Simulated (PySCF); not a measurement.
AsBH4. Atoms are numbered in the order given.

```xyz
6

B     -1.6322    -0.0569     0.0000
As     0.3405     0.0617     0.0000
H      0.6826    -0.8691     1.1384
H      0.6826    -0.8691    -1.1384
H     -2.2207    -0.0065    -1.0354
H     -2.2207    -0.0065     1.0354
```

The structure is a stationary point at r2SCAN-D4/def2-TZVP.

The numbers are results of B3LYP/def2-TZVPD run with PySCF, not measurements.

Mulliken values depend strongly on the basis, most of all with diffuse functions as here. ESP charges are fitted to the potential on shells at 1.4 to 2.0 van der Waals radii. Atomic charges (e):

```
atom  meta-Löwdin  Mulliken  ESP fit
----  -----------  --------  -------
B1     (withheld)      0.07     0.16
As2    (withheld)     -0.23    -0.13
H3     (withheld)      0.10     0.05
H4     (withheld)      0.10     0.05
H5     (withheld)     -0.02    -0.06
H6     (withheld)     -0.02    -0.06
```

Problem. Some entries are withheld; supply them. (An estimate is asked for; the answer gives what the named calculation found.)

Solution. 
- B1, meta-Löwdin: -0.16
- As2, meta-Löwdin: 0.10
- H3, meta-Löwdin: 0.00
- H4, meta-Löwdin: 0.00
- H5, meta-Löwdin: 0.03
- H6, meta-Löwdin: 0.03
